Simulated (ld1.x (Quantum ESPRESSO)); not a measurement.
**Which change was made? (P, TM)**

P (Z = 15), norm-conserving Troullier–Martins (Kleinman–Bylander form), made with ld1.x (Quantum ESPRESSO) 7.5 (PBEsol, scalar-relativistic). Core [Ne], reference 3s2 3p2 (charge +1). Waves: 3s (bound): rc 1.55 bohr; 3p (bound): rc 1.70 bohr; 3d channel at 0.2 Ry: rc 1.60 bohr. Local part: all-electron potential smoothed inside 1.65 bohr (lloc = -1). Core correction: none.

Cutoffs, loose and tight: the cutoffs (Ry, on a coarse ladder) from which the occupation-weighted sum of valence levels, in a spherical-Bessel basis at the reference potential, stays within 10 and 1 mRy of its value at 400 Ry. They do not see the model core or the augmentation charge, which bear on the density cutoff. Test errors are all-electron minus pseudo excitation energies from the reference, over the configurations 3s2 3p3; 3s2 3p1; 3s2 3p0; 3s2 3p2.5; 3s1 3p0; 3s1 3p4; 3s1 3p3; variants that change the core or the reference have their own tests.

The base gives: outcome: generated; cutoff, loose: 21 Ry; cutoff, tight: 50 Ry; bound ghosts: none; largest test error (meV): +218.

(1) After one change the result is: outcome: generated; cutoff, loose: 40 Ry; cutoff, tight: 80 Ry; bound ghosts: none; largest test error (meV): +216. Which change was it?
A. all radii scaled by about 0.78 (s 1.20, p 1.32, d 1.24 bohr); local potential all-electron potential smoothed inside 1.28 bohr (lloc = -1)
B. all radii scaled by about 1.37 (s 2.12, p 2.34, d 2.20 bohr); local potential all-electron potential smoothed inside 2.26 bohr (lloc = -1)
C. all radii scaled by about 1.21 (s 1.88, p 2.06, d 1.94 bohr); local potential all-electron potential smoothed inside 2.00 bohr (lloc = -1)
D. all radii scaled by about 0.86 (s 1.34, p 1.46, d 1.38 bohr); local potential all-electron potential smoothed inside 1.42 bohr (lloc = -1)

Results:

(1) D. The others give: all radii scaled by about 0.78 (s 1.20, p 1.32, d 1.24 bohr); local potential all-electron potential smoothed inside 1.28 bohr (lloc = -1) → outcome: generated; cutoff, loose: 60 Ry; cutoff, tight: 110 Ry; bound ghosts: none; largest test error (meV): +207 | all radii scaled by about 1.21 (s 1.88, p 2.06, d 1.94 bohr); local potential all-electron potential smoothed inside 2.00 bohr (lloc = -1) → outcome: generated; cutoff, loose: 18 Ry; cutoff, tight: 40 Ry; bound ghosts: none; largest test error (meV): +195 | all radii scaled by about 1.37 (s 2.12, p 2.34, d 2.20 bohr); local potential all-electron potential smoothed inside 2.26 bohr (lloc = -1) → outcome: generated; cutoff, loose: 15 Ry; cutoff, tight: 35 Ry; bound ghosts: none; largest test error (meV): +142.
